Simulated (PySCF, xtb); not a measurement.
CH2F, SMILES [CH2]F, multiplicity 2.

Geometry: B3LYP-D3(BJ)/def2-TZVPD. The isomer is the one that the SMILES or the coordinates give; other isomers of the formula were not compared.

Calculation: IEF-PCM-B3LYP/def2-TZVPD in PySCF.

The values are the electrostatic part of the solvation free energy, E(continuum) − E(gas) at the gas-phase geometry, in a cavity of scaled van der Waals radii (PySCF's table); cavitation and dispersion terms are not included. The dipole moment in vacuum is 1.31 D.

Computed values in water (ε = 78.36), acetone (ε = 20.49), tetrahydrofuran (ε = 7.43):
```
solvent              ε  ΔG(elec) (kcal/mol)  dipole (D)
---------------  -----  -------------------  ----------
water            78.36                 -1.8        1.60
acetone          20.49                 -1.7        1.58
tetrahydrofuran   7.43                 -1.5        1.55
```

For comparison, GFN2-xTB/ALPB(water) (xtb, at the GFN2-xTB geometry, all terms of that model) gives -0.7 kcal/mol.
